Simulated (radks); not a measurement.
Isoelectronic series with 55 electrons, each ion in its NIST ground configuration. Method: scalar-relativistic Kohn-Sham, r2SCAN, spin-polarised, spherical densities, finite nucleus; open shells are filled with parallel spins first (spin-orbit coupling, left out, can overturn this in heavy ions); meta-GGA in the generalised Kohn-Sham scheme; Fermi nuclear charge, rms radius of each element as measured or else 0.836 A^(1/3) + 0.57 fm; computed with a radial shooting solver on a logarithmic mesh with Libxc functionals. Total energies (hartree) and mean radii <r> (bohr):

| ion | configuration | E (hartree) | 4d down | 4d up |
|---|---|---|---|---|
| Cs | [Xe] 6s1 | -7787.6531 | 0.8369 | 0.8370 |
| Ba+ | [Xe] 6s1 | -8136.0783 | 0.8006 | 0.8008 |
| La2+ | [Xe] 5d1 | -8493.3608 | 0.7677 | 0.7677 |
| Ce3+ | [Xe] 4f1 | -8859.7930 | 0.7444 | 0.7445 |
| Pr4+ | [Xe] 4f1 | -9235.1563 | 0.7170 | 0.7168 |
| Nd5+ | [Kr] 4d10 4f2 5s2 5p5 | -9619.1703 | 0.6967 | 0.6971 |
| Pm6+ | [Kr] 4d10 4f3 5s2 5p4 | -10012.5708 | 0.6778 | 0.6786 |
| Sm7+ | [Kr] 4d10 4f4 5s2 5p3 | -10415.4677 | 0.6600 | 0.6613 |
| Eu8+ | [Kr] 4d10 4f5 5s2 5p2 | -10827.6942 | 0.6441 | 0.6444 |
| Gd9+ | [Kr] 4d10 4f5 5s2 5p2 | -11249.5712 | 0.6244 | 0.6243 |
| Tb10+ | [Kr] 4d10 4f6 5s2 5p1 | -11681.1161 | 0.6104 | 0.6093 |
| Dy11+ | [Kr] 4d10 4f7 5s2 | -12122.4479 | 0.5972 | 0.5951 |
| Ho12+ | [Kr] 4d10 4f7 5s2 | -12573.2436 | 0.5802 | 0.5779 |
| Er13+ | [Kr] 4d10 4f7 5s2 | -13033.6189 | 0.5640 | 0.5617 |
| Tm14+ | [Kr] 4d10 4f9 | -13502.5931 | 0.5545 | 0.5532 |
| Yb15+ | [Kr] 4d10 4f9 | -13982.8811 | 0.5398 | 0.5384 |
| Lu16+ | [Kr] 4d10 4f9 | -14473.0507 | 0.5258 | 0.5244 |
| Hf17+ | [Kr] 4d10 4f9 | -14973.2230 | 0.5124 | 0.5110 |
| Ta18+ | [Kr] 4d10 4f9 | -15483.4199 | 0.4997 | 0.4983 |
